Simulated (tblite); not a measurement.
Compound: C4H14GeN2Si.
Numbering: `[SiH3:1][C@H:2]1[CH2:3][CH2:4][CH2:5][NH:6][N:7]1[GeH3:8]` (hydrogens: H9, H10, H11 on Si1; H12 on C2; H13, H14 on C3; H15, H16 on C4; H17, H18 on C5; H19 on N6; H20, H21, H22 on Ge8)

Computed with GFN2-xTB (tblite), gas phase: L-BFGS steps from a force-field or distance-geometry start until the largest atomic force falls under 0.01 eV/Å.

Step 42: E = -685.2691 eV
```
atom  x, y, z in Å  |  force x, y, z in eV/Å
Si1    -1.3281   -1.9203    0.9109   -0.038  -0.040   0.033
C2     -0.5956   -0.5380   -0.1798   -0.148  -0.001  -0.053
C3     -1.4026    0.7558    0.0087   -0.022   0.028   0.022
C4     -0.8090    1.9112   -0.7948    0.059  -0.028  -0.011
C5      0.6835    1.9947   -0.4740    0.021   0.013   0.023
N6      1.3562    0.7344   -0.7417   -0.006  -0.009   0.000
N7      0.8021   -0.2798    0.0939   -0.017  -0.013  -0.011
Ge8     2.0968   -1.4541    0.5707    0.077  -0.048   0.038
H9     -0.7109   -3.2038    0.5476   -0.036   0.060   0.060
H10    -1.1356   -1.5578    2.3191    0.025  -0.076  -0.048
H11    -2.7729   -1.9741    0.6357    0.090  -0.005  -0.026
H12    -0.7162   -0.8381   -1.2399    0.031  -0.020  -0.045
H13    -1.3938    1.0303    1.0640    0.001  -0.015   0.076
H14    -2.4371    0.5840   -0.2930   -0.033  -0.010   0.021
H15    -1.3082    2.8487   -0.5390    0.009  -0.036  -0.063
H16    -0.9409    1.7232   -1.8662   -0.003   0.047   0.029
H17     0.8199    2.1919    0.5913    0.017   0.075   0.034
H18     1.1772    2.7803   -1.0484    0.020   0.014  -0.052
H19     1.2017    0.4925   -1.7261    0.010  -0.010  -0.025
H20     3.2748   -0.5724    0.8142   -0.032  -0.045  -0.010
H21     2.4671   -2.5080   -0.4614   -0.022   0.086   0.027
H22     1.6610   -2.1812    1.8079   -0.002   0.034  -0.020
```

Step 43: E = -685.2718 eV
```
atom  x, y, z in Å  |  force x, y, z in eV/Å
Si1    -1.3289   -1.9222    0.9077   -0.035  -0.042   0.019
C2     -0.6006   -0.5400   -0.1851   -0.133   0.027  -0.045
C3     -1.4035    0.7561    0.0129    0.003   0.048   0.006
C4     -0.8089    1.9122   -0.7913    0.072  -0.013  -0.023
C5      0.6870    1.9934   -0.4766    0.000  -0.020   0.015
N6      1.3537    0.7300   -0.7490   -0.013  -0.007   0.000
N7      0.7980   -0.2851    0.0847    0.013   0.012  -0.011
Ge8     2.0954   -1.4508    0.5734    0.072  -0.032   0.067
H9     -0.7157   -3.2048    0.5414   -0.020   0.034   0.050
H10    -1.1281   -1.5695    2.3166    0.018  -0.062  -0.042
H11    -2.7723   -1.9739    0.6319    0.062  -0.005  -0.019
H12    -0.7223   -0.8363   -1.2467    0.006  -0.014  -0.024
H13    -1.3873    1.0280    1.0692    0.010  -0.024   0.063
H14    -2.4415    0.5889   -0.2808   -0.015  -0.004   0.008
H15    -1.3047    2.8524   -0.5366    0.012  -0.056  -0.043
H16    -0.9452    1.7265   -1.8632    0.006   0.037   0.048
H17     0.8299    2.1871    0.5895    0.007   0.082  -0.006
H18     1.1821    2.7770   -1.0551   -0.013  -0.014  -0.016
H19     1.1971    0.4911   -1.7339    0.007  -0.007  -0.017
H20     3.2665   -0.5619    0.8241   -0.030  -0.041  -0.015
H21     2.4825   -2.5073   -0.4471   -0.024   0.073   0.009
H22     1.6562   -2.1716    1.8130   -0.005   0.026  -0.023
```

Step 44: E = -685.2746 eV
```
atom  x, y, z in Å  |  force x, y, z in eV/Å
Si1    -1.3293   -1.9252    0.9041   -0.011  -0.016  -0.014
C2     -0.6064   -0.5416   -0.1908   -0.054   0.039  -0.015
C3     -1.4040    0.7567    0.0180    0.021   0.047  -0.007
C4     -0.8081    1.9137   -0.7861    0.056   0.005  -0.018
C5      0.6915    1.9922   -0.4818   -0.012  -0.041   0.000
N6      1.3512    0.7253   -0.7580   -0.013  -0.020   0.005
N7      0.7943   -0.2891    0.0763    0.023   0.018  -0.007
Ge8     2.0940   -1.4470    0.5793    0.016   0.009   0.077
H9     -0.7215   -3.2060    0.5343    0.008  -0.015   0.030
H10    -1.1186   -1.5865    2.3133    0.009  -0.039  -0.020
H11    -2.7690   -1.9732    0.6253    0.002  -0.007  -0.012
H12    -0.7252   -0.8352   -1.2538   -0.034   0.001   0.000
H13    -1.3813    1.0233    1.0764    0.024  -0.026   0.037
H14    -2.4451    0.5924   -0.2676   -0.001   0.014  -0.009
H15    -1.2999    2.8556   -0.5292    0.013  -0.059  -0.019
H16    -0.9536    1.7338   -1.8578    0.022   0.016   0.049
H17     0.8449    2.1869    0.5839   -0.005   0.080  -0.053
H18     1.1858    2.7721   -1.0690   -0.044  -0.039   0.023
H19     1.1920    0.4869   -1.7429    0.003   0.004  -0.004
H20     3.2561   -0.5527    0.8381   -0.001  -0.017  -0.012
H21     2.4954   -2.5024   -0.4304   -0.014   0.037  -0.026
H22     1.6462   -2.1607    1.8178   -0.007   0.009  -0.006
```

Task: Estimate the geometry and energy of step 45. (The exact step hangs on the optimiser's Hessian estimate; all steps are aligned on step 44, rigid shifts and turns removed.)

Result: E = -685.2758 eV, largest force 0.093 eV/Å
```
atom  x, y, z in Å  |  force x, y, z in eV/Å
Si1    -1.3291   -1.9273    0.9013    0.004   0.002  -0.029
C2     -0.6085   -0.5414   -0.1931    0.001   0.025   0.006
C3     -1.4034    0.7574    0.0206    0.016   0.027  -0.001
C4     -0.8075    1.9152   -0.7826    0.032   0.002  -0.003
C5      0.6937    1.9912   -0.4867   -0.006  -0.036  -0.008
N6      1.3501    0.7229   -0.7638   -0.006  -0.028   0.011
N7      0.7938   -0.2891    0.0731    0.008  -0.001   0.000
Ge8     2.0931   -1.4444    0.5850   -0.019   0.026   0.056
H9     -0.7241   -3.2073    0.5291    0.020  -0.034   0.020
H10    -1.1133   -1.5974    2.3111    0.003  -0.028  -0.010
H11    -2.7670   -1.9725    0.6208   -0.026  -0.008  -0.008
H12    -0.7248   -0.8352   -1.2565   -0.052   0.014   0.009
H13    -1.3784    1.0193    1.0805    0.032  -0.021   0.019
H14    -2.4457    0.5936   -0.2618    0.004   0.027  -0.015
H15    -1.2965    2.8566   -0.5208    0.010  -0.042  -0.010
H16    -0.9606    1.7397   -1.8533    0.029   0.005   0.030
H17     0.8550    2.1902    0.5773   -0.012   0.070  -0.060
H18     1.1852    2.7684   -1.0799   -0.042  -0.035   0.025
H19     1.1890    0.4822   -1.7480    0.000   0.014   0.001
H20     3.2511   -0.5489    0.8481    0.020  -0.002  -0.007
H21     2.4998   -2.4985   -0.4218   -0.008   0.024  -0.034
H22     1.6378   -2.1553    1.8207   -0.007  -0.002   0.009
```

The energy changes by -0.0012 eV. The first-order estimate −F·Δx gives -0.0017 eV and the mean of the old and new forces, exact on a quadratic surface, -0.0012 eV. The step makes an angle of 79° with the force vector and moves no atom by more than 0.013 Å.

The cost below is that of the whole relaxation. Hardware: one thread of an Arm Neoverse V1, no GPU, shared host with 32 logical CPUs at a one-minute load of 17. Cost: 0.81 s.
